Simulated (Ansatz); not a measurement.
Species: sum formula SiHF$_{2}$ (charge -1, singlet). It need not be the lowest isomer of its formula. Whether it binds its extra electron was not tested at this geometry. 
Geometry from a B3LYP-D3(BJ)/def2-TZVP (Ansatz, a quantum-chemistry and plane-wave program) optimisation:
```xyz
4

Si    -0.0143     0.5547     0.2365
F      1.2748    -0.5170    -0.0064
F     -1.2658    -0.4864    -0.2319
H      0.1187     1.2648    -1.1656
```
Charge -1, spin multiplicity 1.

Total electronic energies in hartree. Cores are frozen in the correlated levels unless marked. Spin-orbit coupling is left out. Non-relativistic. Basis-set limits of correlation are two-point, X^-3; Hartree-Fock from the larger set. [CCSD(T)-MP2]/basis is that difference in the basis named.

| level | program | energy (Eh) |
|---|---|---|
| PBE-D3(BJ)/def2-TZVPD | Ansatz + dftd3 | -489.67574 |
| PBE0-D3(BJ)/def2-TZVPD | Ansatz + dftd3 | -489.69706 |
| wB97X-V/def2-TZVPD | Ansatz | -489.89543 |
| B2PLYP-D3(BJ)/def2-TZVPD | Ansatz + dftd3 | -489.79148 |
| MP2/STO-3G | Ansatz | -482.14159 |
| RI-MP2/aug-cc-pV(T+d)Z | Ansatz | -489.25211 |
| SCS-MP2/cc-pwCVTZ | Ansatz | -489.22556 |
| RI-MP2/CBS(aug-cc-pV(T+d)Z,aug-cc-pV(Q+d)Z)+[CCSD(T)-MP2]/aug-cc-pV(Q+d)Z | Ansatz | -489.3862 |
| CCSD(T)/CBS(aug-cc-pV(T+d)Z,aug-cc-pV(Q+d)Z) | Ansatz | -489.3844 |

Totals of different functionals don't rank their quality; only differences between species are comparable.
